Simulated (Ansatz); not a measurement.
Stepwise reaction of `C[CH2][SnH]([F])[F]` with hydrogen, as a gas-phase model of exchange steps in deposition or etching. ΔE in kJ/mol; ΔG adds harmonic PBE0-D4 terms to CCSD(T)/CBS, at 1 bar.

Isolated molecules relaxed with PBE0-D4/def2-TZVP in Ansatz; ΔE leaves out vibrations. CCSD(T)/CBS adds triple-zeta CCSD(T) − MP2 to the extrapolated MP2 energy (def2 sets, frozen cores). This one scheme is used for every species. Functionals use def2-TZVPP. B3LYP here is the variant with VWN-RPA as its local correlation; programs differ in this. def2 core potentials past Kr. For Sn outer-core shells are correlated without core-valence functions, which leaves a few kJ/mol of doubt a bond. Each species was taken in one conformer, which may not be the lowest.

```json
{"step": "1", "reaction": "`C[CH2][SnH]([F])[F]` + H₂ → `C[CH2][SnH2][F]` + H–F", "PBE-D4": "54.3", "B3LYP-D4": "55.8", "ωB97M-V": "51.6", "CCSD(T)/CBS": "51.3", "ΔG(600 K)": "49.0"}
```

Problem. Give the row of step 2, `C[CH2][SnH2][F]` + H₂ → `C[CH2][SnH3]` + H–F. (Estimate.)

Solution. The calculation gave: 
```csv
step,reaction,PBE-D4,B3LYP-D4,ωB97M-V,CCSD(T)/CBS,ΔG(600 K)
2,`C[CH2][SnH2][F]` + H₂ → `C[CH2][SnH3]` + H–F,46.5,49.9,45.5,44.8,42.7
```

Problem. By hand: ΔE of the 2 steps together at CCSD(T)/CBS.

Solution. (51.3) + (44.8) = 96.1 kJ/mol, or 48.0 kJ/mol a step.

In ΔE each step is lower than the one before. All are uphill at CCSD(T)/CBS. ΔG lies between 42.7 and 49.0 kJ/mol a step. PBE-D4 differs from CCSD(T)/CBS by 1.7 to 3.0 kJ/mol a step. Isolated molecules leave out the surface, adducts and barriers. Largest T1 diagnostic: 0.013.
